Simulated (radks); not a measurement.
Results of a calculation; reference values are marked as such.
Question: Neutral molybdenum, 42 electrons, occupied as [Kr] 4d5 5d1 (not the ground configuration). Code: a radial shooting solver on a logarithmic mesh with Libxc functionals. Model: Dirac Kohn-Sham, PBE, spin-unpolarised, spherical densities, finite nucleus; open shells fill j = l - 1/2 first; Fermi nuclear charge, rms radius 4.4091 fm. Some entries of the table are withheld. Estimate them.

orbital  occ.  eigenvalue (hartree)  <r> (bohr)  <r^2> (bohr^2)
1s1/2       2             -728.2328     0.03517        0.001669
2s1/2       2             -102.9449      0.1534         0.02779
2p1/2       2             -94.71446      0.1308             (1)
2p3/2       4             -90.79835      0.1353             (2)
3s1/2       2             -17.63593      0.4287          0.2106
3p1/2       2             -14.50377      0.4233          0.2088
3p3/2       4             -13.85906      0.4339          0.2191
3d3/2       4              -8.32272         (3)          0.2055
3d5/2       6              -8.20068         (4)          0.2089
4s1/2       2                   (5)       1.109           1.395
4p1/2       2              -1.61666       1.218           1.704
4p3/2       4              -1.52584       1.250           1.793
4d3/2       4              -0.27992       1.890           4.401
4d5/2       1              -0.27207       1.914           4.516
5d3/2       1              -0.02652       10.72           129.2
5d5/2       0              -0.02639       10.75           130.0

Answer: 
(1) 2p1/2 <r^2> (bohr^2): 0.02099
(2) 2p3/2 <r^2> (bohr^2): 0.02235
(3) 3d3/2 <r> (bohr): 0.4132
(4) 3d5/2 <r> (bohr): 0.4167
(5) 4s1/2 eigenvalue (hartree): -2.50258
